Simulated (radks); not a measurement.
Spin polarisation of the 4d5 shell in Tc. Start: [Kr] 4d(up 2.5, down 2.5) 5s2; electrons of 4d are moved from spin down to spin up, other shells keep equal spins. All-electron calculation, scalar-relativistic Kohn-Sham, r2SCAN, spin-polarised, spherical densities, finite nucleus; meta-GGA in the generalised Kohn-Sham scheme; Fermi nuclear charge, rms radius of each element as measured or else 0.836 A^(1/3) + 0.57 fm. Program: a radial shooting solver on a logarithmic mesh with Libxc functionals.

moment (Bohr magnetons)  E - E(0) (eV)  e(4d up) (eV)  e(4d down) (eV)  5s down minus up (eV)  4p down minus up (eV)  4s down minus up (eV)
0                                0.000         -6.746           -6.746                  0.000                 0.000                  0.000
1                               -0.225         -7.172           -6.273                  0.251                  0.903                  0.820
2                               -0.900         -7.552           -5.749                  0.511                  1.802                  1.635
3                               -2.030         -7.887           -5.168                  0.793                  2.696                  2.442
4                               -3.622         -8.178           -4.522                  1.107                  3.586                  3.240
5                               -5.687         -8.413           -3.806                  1.460                  4.473                  4.028

At moment 5 the spin-polarisation energy is -5.687 eV and the 4d exchange splitting 4.608 eV, that is 0.922 eV per Bohr magneton; E = -I m^2/4 would give I = 0.910 eV.
